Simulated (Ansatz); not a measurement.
Geometry optimisation, UKS B3LYP-D4/def2-SVP (Ansatz 0.2.0).

The input (input.yaml):

```yaml
crystal:
  periodic: [false, false, false]
  atoms:
    - { symbol: B, position_ang: [0.0, 0.0, 0.0] }
    - { symbol: Cl, position_ang: [0.0, 0.0, 2.11] }
    - { symbol: "N", position_ang: [1.3423, 0.0, -0.775] }
    - { symbol: H, position_ang: [1.8089, -0.9179, -1.0268] }
    - { symbol: H, position_ang: [1.7937, 0.9179, -1.0532] }
    - { symbol: "N", position_ang: [-1.3423, 0.0, -0.775] }
    - { symbol: H, position_ang: [-2.0112, -0.8164, -0.6764] }
    - { symbol: H, position_ang: [-1.5914, 0.8164, -1.4036] }
    - { symbol: H, position_ang: [0.0, 0.0, 3.78] }
magnetization:
  spin_polarized: true
  initial_magnetization: 1
basis:
  gaussian: { orbitals: def2-SVP }
hamiltonian:
  xc: b3lyp
  dispersion: d4
relax:
  f_tol: 0.15
  max_steps: 25
  restrain:
    - { distance: [1, 8], at: 1.37, k: 30.0 }
    - { distance: [0, 1], at: 3.06, k: 30.0 }
```

Launched with:

```bash
$ ansatz run input.yaml --threads 2 --pin off --max-ram 3072MiB --backend cpu --events-out ev --progress --plain --runs-dir out
```

**Question.** Where does it end, and by what steps?

**Answer.** It converged. The restraints hold the end off the free minimum. After 14 steps the energy has fallen by 2.300 eV (the restraints' own energy left out); H4 moved furthest, 0.84 Å. Parted: B1–Cl2 (2.11 → 3.06 Å).

```tsv
step	energy less start (eV)	largest force component (eV/Å)	accepted
0	0.0000	2.998	yes
1	-0.5116	2.015	yes
2	-1.1693	3.067	yes
3	-1.7259	1.820	yes
4	-2.0751	1.279	yes
5	-2.1237	1.978	yes
6	-2.2680	1.122	yes
7	-2.2868	1.101	yes
8	-2.2645	1.397	no
9	-2.2938	1.080	yes
10	-2.2928	1.095	yes
11	-2.3018	0.998	yes
12	-2.2587	1.567	no
13	-2.2926	1.207	no
14	-2.3004	1.056	yes
```

```xyz
9
Properties=species:S:1:pos:R:3
B -0.016 -0.397 -0.437
Cl 0.015 -0.357 2.624
N 1.255 -0.017 -0.886
H 2.106 -0.368 -0.469
H 1.418 0.681 -1.610
N -1.270 0.037 -0.886
H -2.135 -0.285 -0.475
H -1.403 0.745 -1.606
H 0.029 -0.041 3.925
```

Time of the run: 67 s on 2 threads of Arm Neoverse N1, on a shared host, peak memory 0.21 GiB.
